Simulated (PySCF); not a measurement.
Sn(Br)(Me), CH3BrSn, SMILES [CH3][Sn][Br] (CAM-B3LYP/def2-SVP optimised geometry):

```
6

Sn    -0.670    -1.299     0.000
Br     1.882    -1.299     0.000
C     -0.834     0.887     0.000
H     -0.305     1.299    -0.874
H     -0.343     1.293     0.899
H     -1.882     1.221    -0.020
```

Calculation: PySCF with CAM-B3LYP/def2-TZVP, def2 effective core potentials past Kr.

Problem. What are the frontier orbital energies and the dipole moment?

Solution. HOMO-2 -9.44 eV, HOMO-1 -9.39 eV, HOMO -7.91 eV, LUMO -1.93 eV, LUMO+1 0.13 eV; dipole moment 3.12 D.
